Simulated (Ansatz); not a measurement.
`[Li][O][Si](C)(C)C` + H₂ → trimethylsilane + `[Li][OH]` at 600 K and 1 bar (hydrogenolysis of the Si–O bond).

Isolated molecules relaxed with PBE0-D4/def2-TZVP in Ansatz; ΔE leaves out vibrations. CCSD(T)/CBS is the MP2 limit (def2-TZVPP, def2-QZVPP) plus CCSD(T) − MP2 in def2-TZVPP, frozen cores. This one scheme is used for every species. For Li outer-core shells are correlated without core-valence functions, which leaves a few kJ/mol of doubt a bond. One conformer a species, not always the lowest.

| species | CCSD(T)/CBS energy (Eh) | H − E (kJ/mol) | S (J/(mol·K)) |
| --- | --- | --- | --- |
| `[Li][O][Si](C)(C)C` | -491.47794 | 387.6 | 512.9 |
| H₂ | -1.17544 | 43.9 | 150.8 |
| `C[SiH](C)C` | -409.29330 | 380.8 | 437.5 |
| `[Li][OH]` | -83.31445 | 59.4 | 241.6 |

H − E and S are ideal-gas, rigid-rotor, harmonic terms from PBE0-D4/def2-TZVP, for one conformer and one mirror image of each species. The MP2-based limit puts H₂ 0.8 mEh under its directly extrapolated value; such offsets cancel only in part. 1 Eh = 2625.50 kJ/mol, R = 8.31446 J/(mol·K).

Q: By hand: ΔE, ΔH, ΔS and ΔG.

A: ΔE = (-409.29330) + (-83.31445) − (-491.47794) − (-1.17544) = 0.04563 Eh = 119.8 kJ/mol. Δ(H − E) = 380.8 + 59.4 − 387.6 − 43.9 = 8.7, so ΔH = 128.5 kJ/mol. ΔS = 437.5 + 241.6 − 512.9 − 150.8 = 15.4 J/(mol·K). ΔG = 128.5 − 600 × (15.4)/1000 = 119.3 kJ/mol.

Q: By hand: the equilibrium constant, and the temperature at which ΔG would vanish if ΔH and ΔS stayed fixed.

A: log₁₀ K = −ΔG/(RT ln 10) = -10.4. ΔG = 0 at ΔH/ΔS = 8344 K, far beyond where these terms or the molecules hold.

ΔH outweighs TΔS. A doubt of 5 kJ/mol in ΔE shifts log₁₀ K by 0.4 here. Other conformers and mirror images would add mixing entropy, several J/(mol·K) or more a flexible species. These are equilibria of isolated gas molecules and say nothing of rates. Largest T1 diagnostic: 0.013 (customary marks: 0.02 for closed shells, 0.045 for open ones).
